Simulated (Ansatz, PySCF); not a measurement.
Molecule: C₃H₂O, net charge 0, singlet state. SMILES: C(C#C)=O
Structure (B3LYP-D3(BJ)/def2-TZVP (Ansatz, a first-principles code) minimum search):
```xyz
6

C      1.4938     0.9359     0.6166
C      0.5445     0.2574     0.3296
C     -0.5874    -0.5911     0.0366
O     -1.2822    -0.4730    -0.9426
H      2.3310     1.5474     0.8534
H     -0.7781    -1.3760     0.7906
```
Charge 0, spin multiplicity 1.

Quantity: atomisation energy (electronic, to ground-state atoms), in kcal/mol. Valence correlation only, unless marked. Open shells are spin-unrestricted. No spin-orbit coupling. No relativistic terms. The coupled-cluster limit lacks core correlation, which all-electron functionals hold. Basis-set limits of correlation are two-point, X^-3; Hartree-Fock from the larger set. [CCSD(T)-MP2]/basis is that difference in the basis named.

The Hartree-Fock reference is unstable (checked in the largest basis), which strains HF and MP2. 

| level | program | atomisation energy (kcal/mol) |
|---|---|---|
| HF-D4/def2-TZVPD | PySCF + dftd4 | 462.3 |
| PBE-D4/def2-TZVPD | Ansatz + dftd4 | 694.0 |
| revPBE-D3(BJ)/def2-TZVPD | Ansatz + dftd3 | 670.5 |
| revPBE-D4/def2-TZVPD | Ansatz + dftd4 | 671.9 |
| TPSS-D3(BJ)/def2-TZVPD | PySCF + dftd3 | 666.1 |
| r2SCAN-D3(BJ)/def2-TZVPD | Ansatz + dftd3 | 664.9 |
| PBE0-D4/def2-TZVPD | Ansatz + dftd4 | 667.9 |
| BHLYP/def2-TZVPD | Ansatz | 625.5 |
| r2SCANh/def2-TZVPD | Ansatz | 656.0 |
| wB97X-V/def2-TZVPD | Ansatz | ? |
| B2PLYP-D4/def2-TZVPD | Ansatz + dftd4 | ? |
| RPA@PBE/cc-pVTZ | Ansatz | 604.3 |
| RPA@PBE/cc-pVQZ | Ansatz | ? |
| SCS-MP2/STO-3G | Ansatz | 611.7 |
| RI-MP2/CBS(aug-cc-pVTZ,aug-cc-pVQZ)+[CCSD(T)-MP2]/aug-cc-pVTZ | Ansatz | 660.6 |

**Question.** What belongs in the gaps?

**Answer.** 
- wB97X-V/def2-TZVPD, atomisation energy (kcal/mol): 658.9
- B2PLYP-D4/def2-TZVPD, atomisation energy (kcal/mol): 660.0
- RPA@PBE/cc-pVQZ, atomisation energy (kcal/mol): 614.4
